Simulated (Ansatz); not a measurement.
Frontier orbitals of GaH$_{5}$OSSi (`[SiH3][O][GaH][SH]`).

Charge 0, multiplicity 1. Correlated methods include outer-core shells of Ga, which these sets cover unevenly. Scalar relativity is left out up to krypton. All single points use the PBE0-D4/def2-TZVP geometry. It is one conformer, not always the lowest. Basis def2-TZVPP, Ansatz.

Orbital energies of one run (eV). Highest occupied ones, from the top: -6.80, -7.31, -7.51, -8.07, -9.00, -9.40, -9.53, -10.61, -11.60, -13.64, -18.07, -20.58, -20.78, -20.78. Empty: -2.14, -1.68, -0.85, -0.50, 0.67, 0.68.

Problem. Which functional gave them?
A. LDA (SPW92)
B. ωB97X-V
C. PBE0
D. LC-ωPBE

Solution. A. HOMO energies: LDA (SPW92) -6.80, PBE0 -7.88, ωB97X-V -10.24, LC-ωPBE -10.61 eV.

LC-ωPBE has ω = 0.4 bohr⁻¹.
